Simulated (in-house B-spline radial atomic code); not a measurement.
A fraction x of an electron is removed from 3d in Fe4+, starting from [Ar] 3d4 and keeping the highest spin. Method: scalar-relativistic (X2C) SCAN, spin-polarised, spherical fractional occupations, Fermi nucleus of rms radius 3.7377 fm. Calculated with a radial B-spline atomic code at the basis-set limit.

| x | E(x) - E(0) (eV) | 3d up level (eV) |
| --- | --- | --- |
| 0 | 0.0000 | -65.749 |
| 0.03 | 1.9820 | -66.383 |
| 0.17 | 11.4842 | -69.369 |
| 0.36 | 25.0538 | -73.482 |
| 0.45 | 31.7558 | -75.454 |
| 0.5 | 35.5561 | -76.556 |
| 0.62 | 44.9025 | -79.221 |
| 0.67 | 48.8915 | -80.339 |
| 0.8 | 59.5256 | -83.268 |
| 0.92 | 69.6813 | -85.998 |
| 1 | 76.6345 | -87.833 |

The exact functional would give a straight line between the two integer points. Deviations E(x) - E(0) - x[E(1) - E(0)], in eV: -0.317 at x = 0.03, -1.544 at x = 0.17, -2.535 at x = 0.36, -2.73 at x = 0.45, -2.761 at x = 0.5, -2.611 at x = 0.62, -2.454 at x = 0.67, -1.782 at x = 0.8, -0.822 at x = 0.92.

The curve lies below the straight line by up to 2.761 eV (at x = 0.5): convex, the delocalisation error that favours fractional charges.

Q: How well does Slater's transition state (minus the level at half occupation) give the ionisation energy?

A: It gives 76.556 eV against 76.635 eV from the two total energies; NIST lists 75.00 eV, ground level to ground level.
